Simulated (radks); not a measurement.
Results of a calculation; reference values are marked as such.
The niobium ion Nb2+ inside a hard spherical wall (all orbitals vanish at R), configuration held at [Kr] 4d3 and not refilled when levels cross. Level of theory: scalar-relativistic Kohn-Sham, PBE, spin-polarised, spherical densities, finite nucleus; open shells are filled with parallel spins first (spin-orbit coupling, left out, can overturn this in heavy ions); Fermi nuclear charge, rms radius 4.324 fm (a radial shooting solver on a logarithmic mesh with Libxc functionals). Eigenvalues in eV for spin up, with the zero of energy where the potential of the charges vanishes at infinity; a dash marks a level that is unbound or too diffuse for the functional's potential to be trusted. A positive occupied level is held by the wall or, in an anion where self-interaction has pushed it up, behind a barrier. The pressure on the wall is -dE/dV.

R (bohr)  E (hartree)  kinetic (hartree)    e(3d)    e(4s)    e(4p)    e(4d)  e(5s, empty)  e(5p, empty)  pressure (GPa)
free      -3818.86567           3931.972  -213.94  -76.556  -52.651  -19.985       -17.466       -12.624               0
10        -3818.86567           3931.972  -213.94  -76.556  -52.651  -19.985       -17.466       -12.619        < 0.0001
7         -3818.86537           3931.975  -213.91  -76.536  -52.632  -19.967       -17.397       -12.358          0.0281
6         -3818.86361           3931.992  -213.82  -76.453  -52.554  -19.888       -17.128       -11.709           0.255
5         -3818.85246           3932.076  -213.41  -76.108  -52.229  -19.532       -15.995        -9.642            2.26
3.5       -3818.65561           3933.177  -209.84  -73.383  -49.617  -16.022        -5.217         5.412            78.4
2.5       -3817.04079           3941.097  -195.65  -63.315  -38.827   -0.760        39.761        58.242            1650
1.5       -3791.74682           4029.403  -117.24   22.711   57.722   114.80        354.45        385.03           86100
